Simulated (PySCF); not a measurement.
**CuS at PBE0**

Level: PBE0. Cu cc-pVDZ-PP with ECP10, S cc-pV(D+d)Z; scalar-relativistic core potentials (PySCF 2.14).

```
state                                                     : ²Σ⁺ (doublet), unpaired electrons σ ↑, a second solution, started from another occupation
bond length                                               : 2.020 Å
harmonic wavenumber                                       : 462 cm⁻¹
force constant                                            : 2.66 mdyn/Å
rotational constant Be                                    : 0.1948 cm⁻¹
anharmonicity ωexe                                        : 2.68 cm⁻¹
vibration–rotation constant αe                            : 0.00127 cm⁻¹
energy of the minimum from ground-state Cu (3d10 4s1) + S : -1.64 eV
bond order (Mayer)                                        : 1.71
dipole moment (positive dipole means Cu(−)S(+))           : -5.22 D
```
